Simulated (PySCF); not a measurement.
**Correlation energy of Mn³⁺ (manganese, charge +3)**

Starting occupation: [Ar] 3d3 4s1, 3d5/2 with m_j = +1/2, +3/2, +5/2, 4s1/2 with m_j = +1/2. All numbers are calculated (PySCF 2.14, X2C-1e with screened-nucleus spin-orbit coupling, Gaussian nucleus, in x2c-TZVPall-2c with one added diffuse shell each of s, p, d type (7s8p5d1f, 63 functions)). Frozen: [Ne]; 12 electrons correlated.

MP2 pair energies summed by pair of shells (mhartree):

```json
{"pair": "3p-3p", "energy": "-100.33", "share (%)": "37.8"}
{"pair": "3d-3p", "energy": "-86.65", "share (%)": "32.7"}
{"pair": "3p-3s", "energy": "-24.31", "share (%)": "9.2"}
{"pair": "3p-4s", "energy": "-17.45", "share (%)": "6.6"}
{"pair": "3d-3d", "energy": "-11.88", "share (%)": "4.5"}
{"pair": "3d-3s", "energy": "-11.37", "share (%)": "4.3"}
{"pair": "3d-4s", "energy": "-7.30", "share (%)": "2.8"}
{"pair": "3s-3s", "energy": "-4.51", "share (%)": "1.7"}
{"pair": "3s-4s", "energy": "-1.26", "share (%)": "0.5"}
```

Total MP2 correlation energy: -265.07 mhartree.

The GHF reference relaxed away from the jj start to a determinant that is no pure jj level (⟨S²⟩ = 6.00, ⟨J²⟩ = 30.00); the energies belong to that determinant.

This basis was not built for core-valence correlation, so the inner-shell part is incomplete.
